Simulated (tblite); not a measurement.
C4H12BCl2Ga.
SMILES with atom numbers: `[CH3:1][CH2:2][CH2:3][B@H-:4]1[Cl+:5][Ga@H-:6]([CH3:7])[Cl+:8]1` (hydrogens: H9, H10, H11 on C1; H12, H13 on C2; H14, H15 on C3; H16 on B4; H17 on Ga6; H18, H19, H20 on C7)

Computed with GFN2-xTB (tblite), gas phase: L-BFGS steps from a force-field or distance-geometry start until the largest atomic force falls under 0.01 eV/Å.

Step 18: E = -716.4445 eV
```
atom  x, y, z in Å  |  force x, y, z in eV/Å
C1     -3.6760    0.2989    0.3175    0.054  -0.005  -0.038
C2     -2.2833    0.0656   -0.2901    0.056  -0.037   0.012
C3     -1.1569    0.3400    0.7187   -0.032   0.008   0.020
B4      0.3478    0.1526    0.1734   -0.117   0.064  -0.013
Cl5     1.5670    0.6369    1.5678   -0.043   0.072  -0.043
Ga6     2.9195   -0.9737    0.6648    0.114  -0.054   0.026
C7      3.9921   -0.0365   -0.7846   -0.069  -0.088   0.102
Cl8     0.8598   -1.6640   -0.0763   -0.100   0.070  -0.089
H9     -4.2117   -0.6381    0.4395    0.009  -0.021   0.059
H10    -3.5978    0.7734    1.2921   -0.008   0.018  -0.008
H11    -4.2778    0.9405   -0.3190   -0.021   0.021  -0.026
H12    -2.2116   -0.9665   -0.6352    0.062  -0.002  -0.050
H13    -2.1453    0.7111   -1.1598    0.040  -0.023   0.043
H14    -1.2597    1.3832    1.0351   -0.003  -0.028   0.047
H15    -1.3458   -0.2714    1.6048    0.027  -0.020   0.003
H16     0.6348    0.7524   -0.8059   -0.044  -0.018   0.063
H17     3.3199   -1.9938    1.7887   -0.014   0.057  -0.056
H18     4.3076   -0.6910   -1.5999    0.016   0.029   0.031
H19     4.8775    0.4540   -0.3734    0.001  -0.008  -0.065
H20     3.3348    0.7372   -1.2000    0.071  -0.034  -0.017
```

Step 19: E = -716.4485 eV
```
atom  x, y, z in Å  |  force x, y, z in eV/Å
C1     -3.6745    0.2983    0.3160   -0.001  -0.008  -0.024
C2     -2.2832    0.0648   -0.2870    0.112  -0.024   0.021
C3     -1.1592    0.3401    0.7227    0.042  -0.003   0.051
B4      0.3454    0.1563    0.1747   -0.128   0.076  -0.040
Cl5     1.5676    0.6396    1.5638   -0.034   0.082  -0.035
Ga6     2.9212   -0.9742    0.6680    0.108  -0.026  -0.017
C7      3.9967   -0.0397   -0.7833   -0.037  -0.065   0.071
Cl8     0.8590   -1.6565   -0.0815   -0.087   0.048  -0.087
H9     -4.2099   -0.6364    0.4395   -0.018  -0.097   0.067
H10    -3.6062    0.7756    1.2888    0.026   0.041   0.016
H11    -4.2750    0.9332   -0.3254   -0.054   0.069  -0.060
H12    -2.2078   -0.9657   -0.6346    0.052  -0.019  -0.047
H13    -2.1430    0.7120   -1.1540    0.045  -0.008   0.015
H14    -1.2628    1.3821    1.0436   -0.013  -0.041   0.042
H15    -1.3374   -0.2761    1.6077   -0.017  -0.014   0.002
H16     0.6243    0.7561   -0.8063   -0.025  -0.001   0.056
H17     3.3042   -1.9963    1.7916    0.004   0.041  -0.037
H18     4.3130   -0.6902   -1.6014   -0.005  -0.007   0.037
H19     4.8854    0.4564   -0.3848   -0.023  -0.017  -0.024
H20     3.3369    0.7313   -1.1998    0.054  -0.028  -0.009
```

Step 20: E = -716.4522 eV
```
atom  x, y, z in Å  |  force x, y, z in eV/Å
C1     -3.6736    0.2974    0.3140   -0.054  -0.014  -0.008
C2     -2.2814    0.0638   -0.2832    0.107  -0.009   0.020
C3     -1.1607    0.3399    0.7279    0.078  -0.014   0.071
B4      0.3411    0.1612    0.1753   -0.091   0.062  -0.044
Cl5     1.5682    0.6447    1.5591   -0.016   0.070  -0.036
Ga6     2.9258   -0.9753    0.6709    0.048   0.011  -0.052
C7      4.0011   -0.0438   -0.7811    0.012  -0.024   0.016
Cl8     0.8570   -1.6484   -0.0889   -0.055   0.037  -0.072
H9     -4.2086   -0.6365    0.4405   -0.024  -0.125   0.063
H10    -3.6149    0.7787    1.2854    0.053   0.050   0.013
H11    -4.2735    0.9269   -0.3332   -0.056   0.076  -0.065
H12    -2.2032   -0.9650   -0.6343    0.044  -0.029  -0.035
H13    -2.1396    0.7127   -1.1477    0.052   0.009  -0.009
H14    -1.2657    1.3801    1.0532   -0.025  -0.037   0.043
H15    -1.3297   -0.2811    1.6108   -0.053  -0.015   0.011
H16     0.6140    0.7601   -0.8057   -0.011   0.033   0.027
H17     3.2872   -1.9983    1.7941    0.027   0.016  -0.010
H18     4.3184   -0.6896   -1.6023   -0.024  -0.052   0.039
H19     4.8928    0.4585   -0.3969   -0.039  -0.025   0.025
H20     3.3400    0.7247   -1.1998    0.027  -0.021   0.003
```

Step 21: E = -716.4551 eV
```
atom  x, y, z in Å  |  force x, y, z in eV/Å
C1     -3.6738    0.2964    0.3121   -0.071  -0.020   0.000
C2     -2.2783    0.0628   -0.2796    0.047   0.002   0.011
C3     -1.1607    0.3395    0.7333    0.054  -0.021   0.065
B4      0.3362    0.1664    0.1751   -0.023   0.033  -0.029
Cl5     1.5684    0.6503    1.5548    0.007   0.050  -0.044
Ga6     2.9307   -0.9760    0.6723   -0.025   0.037  -0.065
C7      4.0050   -0.0476   -0.7791    0.044   0.010  -0.035
Cl8     0.8541   -1.6413   -0.0963   -0.019   0.035  -0.055
H9     -4.2079   -0.6388    0.4425   -0.009  -0.095   0.050
H10    -3.6209    0.7822    1.2827    0.063   0.042  -0.014
H11    -4.2731    0.9230   -0.3406   -0.035   0.043  -0.040
H12    -2.1986   -0.9649   -0.6347    0.039  -0.024  -0.017
H13    -2.1358    0.7134   -1.1426    0.059   0.015  -0.013
H14    -1.2686    1.3777    1.0620   -0.032  -0.023   0.049
H15    -1.3243   -0.2855    1.6137   -0.071  -0.022   0.026
H16     0.6052    0.7643   -0.8051   -0.003   0.068  -0.009
H17     3.2736   -1.9994    1.7959    0.043  -0.003   0.010
H18     4.3223   -0.6902   -1.6023   -0.032  -0.089   0.034
H19     4.8982    0.4598   -0.4062   -0.036  -0.027   0.067
H20     3.3431    0.7188   -1.1997    0.001  -0.012   0.009
```

Q: Estimate the geometry and energy of step 22. (The exact step hangs on the optimiser's Hessian estimate; all steps are aligned on step 21, rigid shifts and turns removed.)

A: E = -716.4575 eV, largest force 0.117 eV/Å
```
atom  x, y, z in Å  |  force x, y, z in eV/Å
C1     -3.6749    0.2952    0.3107   -0.052  -0.023  -0.001
C2     -2.2751    0.0619   -0.2768   -0.026   0.008  -0.001
C3     -1.1599    0.3389    0.7386   -0.004  -0.023   0.042
B4      0.3318    0.1712    0.1743    0.042   0.007  -0.008
Cl5     1.5681    0.6553    1.5509    0.028   0.033  -0.050
Ga6     2.9337   -0.9760    0.6722   -0.078   0.045  -0.058
C7      4.0084   -0.0506   -0.7780    0.047   0.025  -0.062
Cl8     0.8510   -1.6350   -0.1030    0.012   0.035  -0.042
H9     -4.2072   -0.6423    0.4453    0.013  -0.038   0.032
H10    -3.6237    0.7856    1.2803    0.057   0.024  -0.049
H11    -4.2730    0.9209   -0.3469   -0.008  -0.009  -0.002
H12    -2.1940   -0.9651   -0.6356    0.034  -0.004   0.003
H13    -2.1316    0.7142   -1.1389    0.059   0.011  -0.001
H14    -1.2720    1.3755    1.0696   -0.030  -0.011   0.056
H15    -1.3214   -0.2894    1.6164   -0.073  -0.029   0.037
H16     0.5978    0.7689   -0.8050   -0.001   0.093  -0.036
H17     3.2650   -2.0000    1.7970    0.048  -0.009   0.016
H18     4.3247   -0.6926   -1.6015   -0.031  -0.110   0.024
H19     4.9017    0.4601   -0.4118   -0.020  -0.024   0.093
H20     3.3455    0.7140   -1.1994   -0.017  -0.002   0.005
```

The energy changes by -0.0024 eV. The first-order estimate −F·Δx gives -0.0033 eV and the mean of the old and new forces, exact on a quadratic surface, -0.0024 eV. The step makes an angle of 68° with the force vector and moves no atom by more than 0.010 Å.

The cost below is that of the whole relaxation. The run took 2.9 s on one thread of an Arm Neoverse N1 (shared host).
